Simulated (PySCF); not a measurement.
Si(Me)(OH)2(iPr), SMILES CC([Si](C)(O)O)C (C₄H₁₂O₂Si) at its GFN2-xTB optimised geometry (Å):

```
19

C     -0.8641    -1.8692    -1.6530
C     -1.1948    -0.3782    -1.5755
C     -0.6949     0.3261    -2.8367
Si    -0.4795     0.4494     0.0000
C     -1.1903    -0.3843     1.5565
O      1.1477     0.4494     0.0000
O     -0.7434     2.0564     0.0000
H     -1.2455    -2.3985    -0.7831
H     -1.3062    -2.3145    -2.5436
H      0.2128    -2.0208    -1.7031
H     -2.2870    -0.2912    -1.5634
H     -0.9566     1.3809    -2.8168
H     -1.1292    -0.1224    -3.7298
H      0.3878     0.2518    -2.9078
H     -2.2756    -0.4018     1.5538
H     -0.8521    -1.4101     1.6598
H     -0.8736     0.1518     2.4459
H      1.6254    -0.3725    -0.0475
H     -1.6254     2.3985     0.1020
```

Calculation: PBE0/def2-SVP run with PySCF. Cells within 0.4 Å of a nucleus heavier than hydrogen are left out (blank, or x).

Map of the HOMO amplitude (bohr^(-3/2)) on the plane z = 1.5 Å; orbital energy -7.29 eV, overall sign arbitrary:

```
|7777777777777777777777777777777|
|7777777777777777777777777777777|
|7777777777777777777777777777777|
|7777777777888888777777777777777|
|7777777778888888877777777777777|
|7777777788888888887777777777777|
|7777777788888888888777777777777|
|7777777788888888888877777777777|
|7777777788888888888888777777777|
|7777777778888888888888877777777|
|7777777777778888888888887777777|
|7777777777777778888888888777777|
|7777777777666677888888888777777|
|7778887776544567788888888777777|
|7788888776422356788888888777777|
|77888888864x0246778888888777777|
|7888888998xxx246778888888777777|
|7888888999xxx456777888887777777|
|7888888999997667777888877777777|
|7788888899999877777777777777777|
|7788888889999887777777777777777|
|7778888888899888877777777777777|
|7778888888888888877777777777777|
|7777888888888888877777777777777|
|7777788888888888877777777777777|
|7777777888888888777777777777777|
|7777777777788777777777777777777|
|7777777777777777777777777777777|
|7777777777777777777777777777777|
|7777777777777777777777777777777|
|7777777777777777777777777777777|
```
Scale: ten equal steps from -0.119 (start of '0') to 0.031 (end of '9'), in the order '0123456789'; x runs from -4.50 to 4.50, y from -4.50 (bottom) to 4.50 (top).
